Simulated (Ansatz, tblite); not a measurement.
Removing and adding an electron: BTBT (C14H8S2). Total charge 0; singlet. Geometry: PBE-D4/def2-SVP. Ansatz, gas phase; energy differences of separate SCF runs; the oxidised species was run as a doublet alone; the reduced species was run as a doublet alone.

The xTB rows come from tblite.

```json
{"level": "GFN1-xTB", "−HOMO (eV)": "10.74", "vertical IE (eV)": "12.99", "−LUMO (eV)": "8.11", "vertical EA (eV)": "5.95", "HOMO–LUMO gap (eV)": "2.63", "IE − EA (eV)": "7.04"}
{"level": "GFN2-xTB", "−HOMO (eV)": "10.03", "vertical IE (eV)": "12.14", "−LUMO (eV)": "7.47", "vertical EA (eV)": "5.38", "HOMO–LUMO gap (eV)": "2.56", "IE − EA (eV)": "6.76"}
```

(1) Estimate the rows for PBE-D4/def2-SVP, PBE0-D4/def2-SVP.

## Answers

(1) 
```tsv
level	−HOMO (eV)	vertical IE (eV)	−LUMO (eV)	vertical EA (eV)	HOMO–LUMO gap (eV)	IE − EA (eV)	remarks
PBE-D4/def2-SVP	5.09	7.21	2.14	0.20	2.94	7.01	HOMO above zero (-1 doublet)
PBE0-D4/def2-SVP	5.99	7.45	1.48	0.16	4.51	7.29	HOMO above zero (-1 doublet)
```

Relaxing the reduced species (PBE-D4/def2-SVP) changes its energy by -0.10 eV at PBE-D4/def2-SVP, so the adiabatic electron affinity to this nearest minimum is 0.30 eV. At PBE0-D4/def2-SVP it is 0.21 eV. The highest occupied level of the relaxed charge -1 doublet lies above zero (up to 1.62 eV). By energy differences its removal costs 0.30 eV (each at its own geometry, to the charge 0 singlet, at PBE-D4/def2-SVP); self-interaction error and the lack of diffuse functions both raise the level.     A HOMO above zero means that the electron is unbound at that level or that self-interaction error raises the level; the energy of removing that electron tells which. Raw xTB energy differences between charge states are shifted by several eV; the methods need an empirical correction for them. Sets without diffuse functions give affinities that are too small.
